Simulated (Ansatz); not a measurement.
System: chloro(difluoro)methane, CHClF2, net charge 0, singlet state. 
Structure (B3LYP-D3(BJ)/def2-TZVP (Ansatz, a program for electronic structure) minimum search):
```xyz
5

F     -0.9293     1.1547    -0.2887
C     -0.4772     0.0446     0.3178
F     -1.0941    -1.0146    -0.2314
Cl     1.2802    -0.0951     0.0818
H     -0.6909     0.0890     1.3835
```

Parts of the frozen-core correlation energy in STO-3G (Ansatz, hartree). Frozen orbitals: 8; correlated occupied orbitals by spin: 13 and 13; virtual: 4 and 4. No spin-orbit coupling. Non-relativistic.

| term | value |
|---|---|
| reference (HF) | -688.63177 |
| MP2 opposite-spin | … |
| MP2 same-spin | … |
| CCSD correlation | … |
| (T) | -0.00331 |
| FCI minus CCSD(T) | -0.00082 |
| T1 diagnostic | 0.009 |
| largest doubles amplitude | 0.065 |

Task: What belongs in the gaps?

Result: 
- MP2 opposite-spin, value: -0.07856
- MP2 same-spin, value: -0.01386
- CCSD correlation, value: -0.11714
